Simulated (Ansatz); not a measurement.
Species: [Zr(Cl)3(H)] (charge 0, multiplicity 1), formula HCl$_{3}$Zr.

How many basis functions does frozen-core CCSD(T)/def2-TZVPP // r2SCAN-D4/def2-SVP (Ansatz, a quantum-chemistry and plane-wave program) use, how many core orbitals are frozen, and how many electrons are correlated?

196 basis functions and 15 frozen orbitals, which leaves 34 correlated electrons. Core time is of the order of minutes.
